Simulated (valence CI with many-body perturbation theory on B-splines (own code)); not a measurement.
## E1 transitions of Tl LXXVI

Level of theory: relativistic CI+MBPT: four valence electrons over a frozen Dirac-Fock core [He], radial functions for each j: 11 s, 11 p, 10 d, 8 f, 5 g, 2 h, with the one-electron correlation potential Σ1 (screened to all orders), the two-electron term Σ2, the three-electron term Σ3, Breit, model QED; selected single and double excitations, second order for the rest, scaled by the run's own slope (own B-spline code, finite nucleus).

The last digits are not significant, and no measured levels were compared; by estimate large intervals hold to a few tenths of a per cent, small ones and those within an open d or f shell to about a per cent. Among the levels kept, up to 1200 cm⁻¹ of a level comes from second order outside the variational space, and about a tenth of that is noise between levels of different J, which matters for small intervals.

Lines 1 to 50 of 528 in falling wavelength, among levels below 18459 eV, chosen from the strongest by gf and those to the six lowest levels. Wavelengths and rates use the calculated energies. Electric multipoles are in the length gauge, E1 and E2 with the static RPA response of the core. Weak lines are less certain than strong ones. Lines between different terms over intervals too small for the method are left out, as are lines whose strength nearly cancels. The highest levels of a list are the least certain.

Levels are named by their leading jj configuration (3d3/2^4 stands for four electrons in 3d with j = 3/2), which in mixed levels can hold well under half, so a name can repeat and another be missing. Letters in brackets count levels of one name in rising energy.

| λ vac (Å) | Upper | Lower | A (s⁻¹) | log gf | Branch % |
| --- | --- | --- | --- | --- | --- |
| 283.6 | (2s 2p1/2^2 4f7/2) J=3 | (2s 2p1/2^2 4d5/2) J=2 | 1.57e+09 | -0.88 | 0.0 |
| 254.6 | (2s 2p1/2^2 4f7/2) J=4 | (2s 2p1/2^2 4d5/2) J=3 | 2.26e+09 | -0.70 | 0.0 |
| 251.8 | (2s^2 2p1/2 4f7/2) J=4 | (2s^2 2p1/2 4d5/2) J=3 | 2.34e+09 | -0.70 | 0.0 |
| 245.2 | (2s^2 2p1/2 4f7/2) J=3 | (2s^2 2p1/2 4d5/2) J=2 | 2.41e+09 | -0.82 | 0.0 |
| 143.1 | (2s^2 2p1/2 4f5/2) J=2 | (2s^2 2p1/2 4d3/2) J=1 | 9.09e+09 | -0.86 | 0.0 |
| 141.5 | (2s 2p1/2^2 4f5/2) J=3 | (2s 2p1/2^2 4d3/2) J=2 | 1.22e+10 | -0.59 | 0.0 |
| 137.8 | (2s 2p1/2^2 4f5/2) J=2 | (2s 2p1/2^2 4d3/2) J=1 | 1.20e+10 | -0.77 | 0.0 |
| 133.6 | (2s^2 2p1/2 4f5/2) J=3 | (2s^2 2p1/2 4d3/2) J=2 | 1.46e+10 | -0.56 | 0.0 |
| 120.8 | (2s 2p1/2^2 4d5/2) J=3 | (2s 2p1/2^2 4p3/2) J=2 | 3.33e+10 | -0.29 | 0.0 |
| 118.1 | (2s^2 2p1/2 4d5/2) J=3 | (2s^2 2p1/2 4p3/2) J=2 | 3.53e+10 | -0.29 | 0.0 |
| 116.5 | (2s 2p1/2^2 4d5/2) J=2 | (2s 2p1/2^2 4p3/2) J=1 | 3.38e+10 | -0.46 | 0.0 |
| 109.7 | (2s^2 2p1/2 4d5/2) J=2 | (2s^2 2p1/2 4p3/2) J=1 | 2.67e+10 | -0.62 | 0.0 |
| 51.03 | (2s 2p1/2 2p3/2 3d5/2) J=5 | (2s 2p1/2 2p3/2 3p3/2) J=4 | 1.06e+11 | -0.34 | 33.5 |
| 50.83 | (2p1/2^2 2p3/2 3d5/2) J=3 | (2p1/2^2 2p3/2 3p3/2) J=2 | 9.26e+10 | -0.60 | 0.0 |
| 50.69 | (2s 2p1/2 2p3/2 3d5/2) J=3 [a] | (2s^2 2p3/2 3d5/2) J=2 | 4.46e+10 | -0.92 | 0.0 |
| 50.63 | (2s 2p1/2 2p3/2 3d5/2) J=2 [d] | (2s 2p1/2 2p3/2 3p3/2) J=1 [d] | 6.86e+10 | -0.88 | 0.0 |
| 50.63 | (2s 2p1/2^2 3d5/2) J=3 | (2s 2p1/2^2 3p3/2) J=2 | 1.11e+11 | -0.52 | 0.0 |
| 50.42 | (2p1/2^2 2p3/2 3d5/2) J=4 | (2p1/2^2 2p3/2 3p3/2) J=3 | 1.16e+11 | -0.40 | 0.3 |
| 50.24 | (2s 2p1/2 2p3/2 3d5/2) J=4 [b] | (2s 2p1/2 2p3/2 3p3/2) J=3 [b] | 8.87e+10 | -0.52 | 0.0 |
| 50.17 | (2s^2 2p3/2 3d5/2) J=3 | (2s^2 2p3/2 3p3/2) J=2 | 6.57e+10 | -0.76 | 0.0 |
| 50.17 | (2s 2p1/2 2p3/2 3d5/2) J=4 [a] | (2s 2p1/2 2p3/2 3p3/2) J=3 [a] | 1.05e+11 | -0.45 | 0.2 |
| 50.15 | (2s 2p1/2 2p3/2 3d5/2) J=2 [c] | (2s 2p1/2 2p3/2 3p3/2) J=1 [c] | 8.00e+10 | -0.82 | 0.0 |
| 50.05 | (2s^2 2p3/2 3d5/2) J=4 | (2s^2 2p3/2 3p3/2) J=3 | 6.66e+10 | -0.65 | 4.7 |
| 49.77 | (2s 2p1/2 2p3/2 3d5/2) J=3 [c] | (2s 2p1/2 2p3/2 3p3/2) J=2 [c] | 8.98e+10 | -0.63 | 0.0 |
| 49.77 | (2s^2 2p1/2 3d5/2) J=2 | (2s^2 2p1/2 3p3/2) J=1 | 8.32e+10 | -0.81 | 0.0 |
| 49.70 | (2s 2p1/2 2p3/2 3d5/2) J=3 [d] | (2s 2p1/2 2p3/2 3p3/2) J=2 [d] | 9.25e+10 | -0.62 | 0.0 |
| 49.11 | (2s 2p1/2 2p3/2 3d5/2) J=4 [c] | (2s 2p1/2 2p3/2 3p3/2) J=3 [c] | 1.14e+11 | -0.43 | 0.0 |
| 48.61 | (2s^2 2p1/2 3d5/2) J=3 | (2s^2 2p1/2 3p3/2) J=2 | 1.15e+11 | -0.54 | 0.0 |
| 48.58 | (2s 2p1/2 2p3/2 3d5/2) J=3 [a] | (2s 2p1/2 2p3/2 3p3/2) J=2 [a] | 4.27e+10 | -0.98 | 0.0 |
| 48.13 | (2s 2p1/2 2p3/2 3d5/2) J=3 [b] | (2s 2p1/2 2p3/2 3p3/2) J=2 [b] | 6.45e+10 | -0.80 | 0.0 |
| 47.95 | (2s 2p1/2^2 3d5/2) J=2 | (2s 2p1/2^2 3p3/2) J=1 | 1.14e+11 | -0.71 | 0.0 |
| 47.76 | (2p1/2^2 2p3/2 3d5/2) J=2 | (2p1/2^2 2p3/2 3p3/2) J=1 | 8.33e+10 | -0.85 | 0.0 |
| 46.79 | (2s 2p1/2 2p3/2 3d5/2) J=2 [a] | (2s 2p1/2 2p3/2 3p3/2) J=1 [a] | 7.70e+10 | -0.90 | 0.0 |
| 45.71 | (2s 2p1/2 2p3/2^2) J=2 [a] | (2s^2 2p3/2^2) J=2 | 3.25e+09 | -2.29 | 0.0 |
| 44.34 | (2s 2p1/2 2p3/2 3p3/2) J=4 | (2s^2 2p3/2 3p3/2) J=3 | 7.21e+10 | -0.72 | 1.0 |
| 42.43 | (2s^2 2p1/2 4d3/2) J=1 | (2s^2 2p1/2 4p1/2) J=0 | 3.05e+11 | -0.61 | 0.0 |
| 41.70 | (2s 2p1/2^2 4d3/2) J=1 | (2s 2p1/2^2 4p1/2) J=1 | 1.67e+11 | -0.88 | 0.1 |
| 41.41 | (2s 2p1/2^2 4d3/2) J=2 | (2s 2p1/2^2 4p1/2) J=1 | 6.34e+11 | -0.09 | 0.2 |
| 41.16 | (2s 2p1/2^2 4d3/2) J=1 | (2s 2p1/2^2 4p1/2) J=0 | 4.53e+11 | -0.46 | 0.1 |
| 41.01 | (2s^2 2p1/2 4d3/2) J=2 | (2s^2 2p1/2 4p1/2) J=1 | 6.79e+11 | -0.07 | 0.2 |
| 40.54 | (2s 2p1/2^2 4p3/2) J=1 | (2s 2p1/2^2 4s) J=0 | 5.61e+11 | -0.38 | 0.1 |
| 40.33 | (2s^2 2p1/2 4p3/2) J=1 | (2s^2 2p1/2 4s) J=0 | 3.12e+11 | -0.64 | 0.2 |
| 40.22 | (2s 2p1/2^2 4p3/2) J=2 | (2s 2p1/2^2 4s) J=1 | 6.91e+11 | -0.08 | 0.7 |
| 40.04 | (2s^2 2p1/2 4d3/2) J=1 | (2s^2 2p1/2 4p1/2) J=1 | 1.66e+11 | -0.92 | 0.0 |
| 39.87 | (2s 2p1/2^2 4p3/2) J=1 | (2s 2p1/2^2 4s) J=1 | 1.56e+11 | -0.95 | 0.0 |
| 39.39 | (2s^2 2p1/2 4p3/2) J=2 | (2s^2 2p1/2 4s) J=1 | 9.05e+11 | 0.02 | 1.0 |
| 39.07 | (2s 2p1/2 2p3/2^2) J=3 | (2s^2 2p3/2^2) J=2 | 1.91e+10 | -1.52 | 0.3 |
| 37.79 | (2s 2p1/2^2 4s) J=1 | (2s^2 2p1/2 4s) J=1 | 2.15e+11 | -0.86 | 0.1 |
| 37.59 | (2s 2p1/2^2 4s) J=1 | (2s^2 2p1/2 4s) J=0 | 3.17e+11 | -0.70 | 0.2 |
| 37.49 | (2s 2p1/2^2 4p3/2) J=2 | (2s^2 2p1/2 4p3/2) J=1 | 2.27e+11 | -0.62 | 0.2 |

Question: How does gf follow from A for the line at 48.58 Å?

Answer: gf = 1.4992 × (2J+1)_upper × A / σ², with σ = 2058336 cm⁻¹ and 2J+1 = 7: gf = 0.106.
